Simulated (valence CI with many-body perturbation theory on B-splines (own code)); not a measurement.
E1 transitions of Ho LXI

Level of theory: valence CI with perturbative core correlation (CI+MBPT): five valence electrons over a frozen Dirac-Fock core [He], a basis of 11 s, 11 p, 10 d, 8 f, 5 g, 2 h functions for each j, with the one-electron correlation potential Σ1 (screened to all orders), the two-electron term Σ2, the three-electron term Σ3, Breit, model QED; selected single and double excitations, second order for the rest, scaled by the run's own slope (own B-spline code, finite nucleus).

The last digits are not significant, and no measured levels were compared; by estimate large intervals hold to a few tenths of a per cent, small ones and those within an open d or f shell to about a per cent. Among the levels kept, up to 7300 cm⁻¹ of a level comes from second order outside the variational space, and about a tenth of that is noise between levels of different J, which matters for small intervals.

Lines 1 to 50 of 584 in falling wavelength, among levels below 741.88 Ry, chosen from the strongest by gf and those to the six lowest levels. Wavelengths and rates use the calculated energies. Electric multipoles are in the length gauge, E1 and E2 with the static RPA response of the core. Weak lines are less certain than strong ones. Lines between different terms over intervals too small for the method are left out, as are lines whose strength nearly cancels. The highest levels of a list are the least certain.

Levels are named by their leading jj configuration (3d3/2^4 stands for four electrons in 3d with j = 3/2), which in mixed levels can hold well under half, so a name can repeat and another be missing. Letters in brackets count levels of one name in rising energy.

```csv
λ vac (nm),Upper,Lower,A (s⁻¹),S (a.u.) with core polarisation,S without
12.79,(2s 2p1/2 2p3/2^2 3p1/2) J=7/2,(2s 2p1/2 2p3/2^2 3s) J=7/2,4.99e+09,4.12e-02,4.12e-02
12.52,(2s^2 2p3/2^2 3p1/2) J=5/2,(2s^2 2p3/2^2 3s) J=3/2,6.19e+09,3.60e-02,3.60e-02
12.37,(2s 2p1/2^2 2p3/2 3p1/2) J=3/2 [a],(2s 2p1/2^2 2p3/2 3s) J=5/2,9.66e+09,3.61e-02,3.61e-02
12.25,(2s 2p1/2^2 2p3/2 3p1/2) J=5/2,(2s 2p1/2^2 2p3/2 3s) J=5/2,6.48e+09,3.52e-02,3.52e-02
11.75,(2s^2 2p3/2^2 3p1/2) J=3/2,(2s^2 2p3/2^2 3s) J=5/2,1.13e+10,3.63e-02,3.63e-02
9.959,(2s^2 2p1/2 2p3/2 3p1/2) J=3/2 [b],(2s^2 2p1/2 2p3/2 3s) J=5/2,1.54e+10,3.01e-02,3.01e-02
9.673,(2s 2p1/2 2p3/2^2 3p1/2) J=5/2 [b],(2s 2p1/2 2p3/2^2 3s) J=7/2,1.82e+10,4.88e-02,4.88e-02
8.488,(2s^2 2p3/2^2 3d5/2) J=5/2 [a],(2s^2 2p3/2^2 3p3/2) J=3/2 [a],1.54e+10,2.79e-02,2.79e-02
8.258,(2s 2p1/2 2p3/2^2 3d5/2) J=7/2 [b],(2s 2p1/2 2p3/2^2 3p3/2) J=5/2 [b],1.27e+10,2.83e-02,2.83e-02
8.230,(2s 2p1/2 2p3/2^2 3d5/2) J=5/2 [f],(2s 2p1/2 2p3/2^2 3p3/2) J=3/2 [f],2.40e+10,3.96e-02,3.96e-02
8.154,(2s^2 2p3/2^2 3d5/2) J=7/2,(2s^2 2p3/2^2 3p3/2) J=5/2,2.08e+10,4.45e-02,4.45e-02
8.096,(2s 2p1/2^2 2p3/2 3d5/2) J=9/2,(2s 2p1/2^2 2p3/2 3p3/2) J=7/2,4.17e+10,1.09e-01,1.09e-01
8.089,(2s 2p1/2 2p3/2^2 3d5/2) J=7/2 [c],(2s 2p1/2 2p3/2^2 3p3/2) J=5/2 [c],3.12e+10,6.52e-02,6.52e-02
8.086,(2s 2p1/2 2p3/2^2 3d5/2) J=7/2 [e],(2s 2p1/2 2p3/2^2 3p3/2) J=5/2 [e],3.30e+10,6.90e-02,6.90e-02
8.028,(2s 2p1/2 2p3/2^2 3d5/2) J=11/2,(2s 2p1/2 2p3/2^2 3p3/2) J=9/2,4.22e+10,1.29e-01,1.29e-01
8.021,(2s^2 2p1/2 2p3/2 3d5/2) J=5/2 [b],(2s^2 2p1/2 2p3/2 3p3/2) J=3/2 [b],1.87e+10,2.87e-02,2.86e-02
8.000,(2s^2 2p1/2 2p3/2 3d5/2) J=7/2 [a],(2s^2 2p1/2 2p3/2 3p3/2) J=5/2 [a],3.42e+10,6.91e-02,6.91e-02
7.997,(2s 2p1/2 2p3/2^2 3d5/2) J=9/2 [a],(2s 2p1/2 2p3/2^2 3p3/2) J=7/2 [a],3.98e+10,1.00e-01,1.01e-01
7.989,(2s 2p1/2^2 2p3/2 3d5/2) J=3/2 [b],(2s 2p1/2^2 2p3/2 3p3/2) J=1/2 [b],2.94e+10,2.96e-02,2.96e-02
7.939,(2s^2 2p3/2^2 3d5/2) J=9/2,(2s^2 2p3/2^2 3p3/2) J=7/2,3.58e+10,8.83e-02,8.83e-02
7.935,(2s 2p1/2 2p3/2^2 3d5/2) J=9/2 [b],(2s 2p1/2 2p3/2^2 3p3/2) J=7/2 [b],3.34e+10,8.24e-02,8.24e-02
7.921,(2s 2p1/2 2p3/2^2 3d5/2) J=5/2 [a],(2s 2p1/2 2p3/2^2 3p3/2) J=3/2 [a],2.07e+10,3.05e-02,3.05e-02
7.911,(2s^2 2p3/2^2 3d5/2) J=5/2 [b],(2s^2 2p3/2^2 3p3/2) J=3/2 [b],3.43e+10,5.04e-02,5.04e-02
7.896,(2s 2p1/2 2p3/2^2 3d5/2) J=5/2 [d],(2s 2p1/2 2p3/2^2 3p3/2) J=3/2 [d],3.02e+10,4.41e-02,4.41e-02
7.851,(2s 2p1/2 2p3/2^2 3d5/2) J=7/2 [a],(2s 2p1/2 2p3/2^2 3p3/2) J=5/2 [a],3.06e+10,5.84e-02,5.84e-02
7.848,(2s 2p1/2^2 2p3/2 3d5/2) J=7/2 [a],(2s 2p1/2^2 2p3/2 3p3/2) J=5/2 [a],3.71e+10,7.09e-02,7.09e-02
7.847,(2s^2 2p1/2 2p3/2 3d5/2) J=7/2 [b],(2s^2 2p1/2 2p3/2 3p3/2) J=5/2 [b],3.37e+10,6.42e-02,6.42e-02
7.845,(2s 2p1/2^2 2p3/2 3d5/2) J=5/2 [b],(2s 2p1/2^2 2p3/2 3p3/2) J=3/2 [b],3.74e+10,5.34e-02,5.34e-02
7.834,(2s 2p1/2 2p3/2^2 3d5/2) J=7/2 [d],(2s 2p1/2 2p3/2^2 3p3/2) J=5/2 [d],3.50e+10,6.64e-02,6.64e-02
7.780,(2s 2p1/2^2 2p3/2 3d5/2) J=7/2 [b],(2s 2p1/2^2 2p3/2 3p3/2) J=5/2 [b],4.52e+10,8.40e-02,8.40e-02
7.749,(2s^2 2p1/2 2p3/2 3d5/2) J=9/2,(2s^2 2p1/2 2p3/2 3p3/2) J=7/2,4.40e+10,1.01e-01,1.01e-01
7.722,(2s 2p1/2 2p3/2^2 3d5/2) J=5/2 [c],(2s 2p1/2 2p3/2^2 3p3/2) J=3/2 [c],4.09e+10,5.58e-02,5.58e-02
7.700,(2s 2p1/2 2p3/2^2 3d5/2) J=9/2 [c],(2s 2p1/2 2p3/2^2 3p3/2) J=7/2 [c],4.62e+10,1.04e-01,1.04e-01
7.689,(2s^2 2p1/2^2 3d5/2) J=5/2,(2s^2 2p1/2^2 3p3/2) J=3/2,4.55e+10,6.12e-02,6.12e-02
7.626,(2s 2p1/2 2p3/2^2 3d5/2) J=5/2 [e],(2s 2p1/2 2p3/2^2 3p3/2) J=3/2 [e],3.25e+10,4.27e-02,4.27e-02
7.421,(2s^2 2p1/2 2p3/2 3d5/2) J=5/2 [a],(2s^2 2p1/2 2p3/2 3p3/2) J=3/2 [a],3.45e+10,4.17e-02,4.17e-02
7.397,(2s 2p1/2^2 2p3/2 3d5/2) J=5/2 [a],(2s 2p1/2^2 2p3/2 3p3/2) J=3/2 [a],2.50e+10,2.99e-02,2.99e-02
6.926,(2s 2p1/2 2p3/2^2 3d5/2) J=3/2 [c],(2s 2p1/2 2p3/2^2 3p3/2) J=1/2 [b],3.06e+10,2.01e-02,2.01e-02
6.553,(2s 2p1/2 2p3/2^2 3d5/2) J=7/2 [b],(2s 2p1/2 2p3/2^2 3p3/2) J=7/2 [b],2.16e+10,2.40e-02,2.40e-02
6.484,(2s 2p1/2 2p3/2^2 3d5/2) J=5/2 [a],(2s 2p1/2 2p3/2^2 3p3/2) J=5/2 [a],2.48e+10,2.00e-02,2.00e-02
5.119,(2s 2p1/2 2p3/2^2 3p3/2) J=9/2,(2s^2 2p3/2^2 3p3/2) J=7/2,4.75e+10,3.14e-02,3.15e-02
4.761,(2s 2p1/2^2 2p3/2 3p3/2) J=7/2,(2s^2 2p1/2 2p3/2 3p3/2) J=5/2 [a],6.21e+10,2.65e-02,2.65e-02
4.515,(2s 2p1/2^2 2p3/2^2) J=5/2,(2s^2 2p1/2 2p3/2^2) J=5/2,1.54e+10,4.19e-03,4.20e-03
4.360,(2p1/2^2 2p3/2^2 3p3/2) J=7/2,(2s 2p1/2 2p3/2^2 3p3/2) J=5/2 [c],1.25e+11,4.10e-02,4.10e-02
4.172,(2s 2p1/2^2 2p3/2^2) J=5/2,(2s^2 2p1/2 2p3/2^2) J=3/2,2.57e+10,5.53e-03,5.54e-03
4.012,(2s 2p1/2^2 2p3/2 3p3/2) J=5/2 [b],(2s^2 2p1/2 2p3/2 3p3/2) J=3/2 [b],8.45e+10,1.62e-02,1.62e-02
3.976,(2p1/2^2 2p3/2^2 3p3/2) J=3/2 [b],(2s 2p1/2 2p3/2^2 3p3/2) J=1/2 [d],1.07e+11,1.32e-02,1.32e-02
3.859,(2p1/2^2 2p3/2^2 3p3/2) J=5/2,(2p1/2^2 2p3/2^2 3s) J=3/2,1.45e+11,2.46e-02,2.46e-02
3.856,(2p1/2^2 2p3/2^2 3p3/2) J=3/2 [b],(2s 2p1/2 2p3/2^2 3p3/2) J=1/2 [c],1.66e+11,1.88e-02,1.88e-02
3.844,(2p1/2^2 2p3/2^2 3p3/2) J=1/2,(2p1/2^2 2p3/2^2 3s) J=3/2,4.61e+11,2.59e-02,2.59e-02
```
